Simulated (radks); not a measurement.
All-electron atom: Sb26+ in [Ar] 3d7 (the NIST ground configuration).

Method: scalar-relativistic Kohn-Sham, r2SCAN, spin-polarised, spherical densities, finite nucleus; open shells are filled with parallel spins first (spin-orbit coupling, left out, can overturn this in heavy ions); meta-GGA in the generalised Kohn-Sham scheme; Fermi nuclear charge, rms radius 4.6802 fm; computed with a radial shooting solver on a logarithmic mesh with Libxc functionals.

Energy parts (hartree):
total: -6098.96543
kinetic: 6395.06806
electron-nucleus: -13803.00568
Hartree: 1446.39741
exchange-correlation: -137.42522

Orbitals (lengths in bohr, moments of r in powers of bohr; r(max) is where P^2 peaks; r(90%) holds 90 % of the orbital's charge):
[
 {"orbital": "1s up", "occ.": "1", "eigenvalue (hartree)": "-1152.335", "r(90%)": "0.0511", "<r^2>": "0.001094", "r(max)": "0.01835"},
 {"orbital": "1s down", "occ.": "1", "eigenvalue (hartree)": "-1152.335", "r(90%)": "0.0511", "<r^2>": "0.001094", "r(max)": "0.01835"},
 {"orbital": "2s up", "occ.": "1", "eigenvalue (hartree)": "-206.3792", "r(90%)": "0.189", "<r^2>": "0.01760", "r(max)": "0.1035"},
 {"orbital": "2s down", "occ.": "1", "eigenvalue (hartree)": "-205.9649", "r(90%)": "0.188", "<r^2>": "0.01755", "r(max)": "0.1034"},
 {"orbital": "2p up", "occ.": "3", "eigenvalue (hartree)": "-188.9831", "r(90%)": "0.174", "<r^2>": "0.01390", "r(max)": "0.08295"},
 {"orbital": "2p down", "occ.": "3", "eigenvalue (hartree)": "-188.6755", "r(90%)": "0.173", "<r^2>": "0.01385", "r(max)": "0.08287"},
 {"orbital": "3s up", "occ.": "1", "eigenvalue (hartree)": "-66.02570", "r(90%)": "0.463", "<r^2>": "0.1146", "r(max)": "0.2928"},
 {"orbital": "3s down", "occ.": "1", "eigenvalue (hartree)": "-65.60325", "r(90%)": "0.465", "<r^2>": "0.1152", "r(max)": "0.2933"},
 {"orbital": "3p up", "occ.": "3", "eigenvalue (hartree)": "-60.32329", "r(90%)": "0.465", "<r^2>": "0.1127", "r(max)": "0.2849"},
 {"orbital": "3p down", "occ.": "3", "eigenvalue (hartree)": "-59.87445", "r(90%)": "0.467", "<r^2>": "0.1134", "r(max)": "0.2855"},
 {"orbital": "3d up", "occ.": "5", "eigenvalue (hartree)": "-52.13201", "r(90%)": "0.439", "<r^2>": "0.09397", "r(max)": "0.2337"},
 {"orbital": "3d down", "occ.": "2", "eigenvalue (hartree)": "-51.56842", "r(90%)": "0.442", "<r^2>": "0.09494", "r(max)": "0.2345"}
]

The highest occupied level is 3d down at -1403.2 eV. The spin density at the nucleus is -7.66 e/bohr^3 (1s -0.30, 2s -33.36, 3s 26.01). Spin moment in Bohr magnetons: 3. Summed over all electrons, <r^2> = 1.689 bohr^2, which gives a Langevin (diamagnetic) susceptibility term of -1.34 x 10^-6 cm^3/mol. For comparison, the ionisation energy in NIST's Atomic Spectra Database is 1441 eV (theoretical). In exact Kohn-Sham theory the highest level is minus the ionisation energy, but local and semilocal functionals leave it too shallow, through self-interaction and a potential that decays too fast; potentials with the right tail come closer.
